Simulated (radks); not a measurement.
Species: Tc23+. Configuration: [Ar] 3d2.

Calculated with a radial shooting solver on a logarithmic mesh with Libxc functionals: non-relativistic Kohn-Sham, PBE, spin-polarised, spherical densities, point nucleus; open shells are filled with parallel spins first (spin-orbit coupling, left out, can overturn this in heavy ions); relativity is left out, which matters for an element this heavy.

Energy parts (hartree):
part                       energy
total                 -3886.81433
kinetic                3885.88778
electron-nucleus      -8532.21952
Hartree                 854.41518
exchange-correlation    -94.89777

Orbitals (lengths in bohr, moments of r in powers of bohr; <r^-3> diverges for s and p1/2):
| orbital | occ. | eigenvalue (hartree) | <r^4> | <r^-3> |
|---|---|---|---|---|
| 1s up | 1 | -781.2216 | 7.166e-06 | - |
| 1s down | 1 | -781.2202 | 7.166e-06 | - |
| 2s up | 1 | -138.7937 | 0.001299 | - |
| 2s down | 1 | -138.5843 | 0.001294 | - |
| 2p up | 3 | -130.9633 | 0.0008652 | 2510 |
| 2p down | 3 | -130.8125 | 0.0008609 | 2516 |
| 3s up | 1 | -46.93423 | 0.04446 | - |
| 3s down | 1 | -46.71021 | 0.04484 | - |
| 3p up | 3 | -44.04106 | 0.04154 | 531.8 |
| 3p down | 3 | -43.80179 | 0.04198 | 527.0 |
| 3d up | 2 | -39.23592 | 0.03008 | 85.38 |
| 3d down | 0 | -38.93807 | 0.03059 | 84.94 |

The highest occupied level is 3d up at -1067.7 eV. The electron density at the nucleus is 5.564e+04 e/bohr^3. For comparison, the ionisation energy in NIST's Atomic Spectra Database is 1102 eV (theoretical). In exact Kohn-Sham theory the highest level is minus the ionisation energy, but local and semilocal functionals leave it too shallow, through self-interaction and a potential that decays too fast; potentials with the right tail come closer. The density falls to 0.001 e/bohr^3 at r = 1.10 bohr. The spin density at the nucleus is -1.765 e/bohr^3 (1s -0.222, 2s -6.052, 3s 4.509).
